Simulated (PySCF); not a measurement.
CH₉AlOSi₂, SMILES C[O][Al]([SiH3])[SiH3] at its CAM-B3LYP/def2-SVP optimised geometry (Å):

```
14

Al    -0.4919     0.0789     0.0000
O      1.2032     0.0789     0.0000
C      2.3143    -0.7600     0.0132
H      2.9412    -0.5576     0.8982
H      2.0381    -1.8305     0.0325
H      2.9389    -0.5888    -0.8800
Si    -1.5091     2.3036     0.0000
H     -1.4731     2.8992     1.3703
H     -2.9412     2.2597    -0.4221
H     -0.7929     3.2405    -0.9148
Si    -1.6989    -2.0630     0.0163
H     -2.7136    -2.0973     1.1129
H     -0.7987    -3.2405     0.2010
H     -2.4403    -2.2652    -1.2658
```

Level of theory: CAM-B3LYP/def2-TZVP (PySCF). Cells within 0.4 Å of a nucleus heavier than hydrogen are left out (blank, or x).

Map of the electron localisation function on the plane z = 0.0 Å:

```
|0000000000000000000000000000000|
|0000000000000000000000000000000|
|0000000000000000000000000000000|
|0000000000011221000000000000000|
|0000000000124553100000000000000|
|0000023211236775200000000000000|
|0000588742246775200000000000000|
|0003999984001664100000000000000|
|00069999926x3132000000000000000|
|0007999991xx6132000000000000000|
|0006999994030774000110000000000|
|0002899975469995002441000000000|
|0000256434899962136762000000000|
|0000000013894000278872000000000|
|0000000001430xx247xx72111000000|
|0000000001311xx458xx74453100000|
|0000000014770460687881375200000|
|000000001599920046664xx64200000|
|000000012479998211137x132100000|
|0000001220007983001799831000000|
|0000012321xx0652003999950000000|
|0000012431xx0552003999971000000|
|0000012330105997100999971000000|
|0000001222289999400399840000000|
|0000000112699999800013200000000|
|0000000001699999900000000000000|
|0000000001599999800000000000000|
|0000000000279998300000000000000|
|0000000000025652000000000000000|
|0000000000000000000000000000000|
|0000000000000000000000000000000|
```
Scale: ten equal steps from 0.000 (start of '0') to 1.000 (end of '9'), in the order '0123456789'; x runs from -5.50 to 5.50, y from -5.50 (bottom) to 5.50 (top).
